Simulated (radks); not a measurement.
All-electron atom: Pm3+ in [Xe] 4f4 (the NIST ground configuration). Method: Dirac Kohn-Sham, XLYP, spin-unpolarised, spherical densities, point nucleus; open shells fill j = l - 1/2 first; computed with a radial shooting solver on a logarithmic mesh with Libxc functionals.

Normalised radial functions P(r) = r R(r) (large component), r in bohr:

```
   r/bohr * 4p3/2, o 4d5/2, + 4f5/2 (the largest magnitude, 1.41, reaches the edge; | marks zero, & curves that meet)
 0.001896                             &
 0.002508                             &
 0.003319                             &
 0.004391                             &
 0.005764                             &*
 0.007626                             &*
  0.01009                             & *
  0.01335                             &  *
  0.01752                             &   *
  0.02319                             +o    *
  0.03068                             +o      *
  0.04059                             + o       *
  0.05328                             +   o      *
   0.0705                             +      o *
  0.09328                             |+ *      o
   0.1234                       *     | +           o
    0.162               *             |   +         o
   0.2143              *              |      +   o
   0.2836                       *     |o         +
   0.3753                o            |           *  +
   0.4965      o                      |                  +      *
   0.6517    o                        |                   +      *
   0.8623          o                  |                 &
    1.141                  o          |       *     +
     1.51                         o   | *       +
    1.982                            o*     +
    2.622                             &  +
    3.469                             &+
     4.59                             &
```

4p3/2: eigenvalue -259.74 eV, 2 radial nodes at r = 0.103, 0.313 bohr, <r> = 0.635 bohr, 90 % of the charge inside 0.924 bohr. 4d5/2: eigenvalue -151.24 eV, 1 radial node at r = 0.288 bohr, <r> = 0.689 bohr, 90 % of the charge inside 1.04 bohr. 4f5/2: eigenvalue -31.645 eV, 0 radial nodes, <r> = 0.935 bohr, 90 % of the charge inside 1.59 bohr.
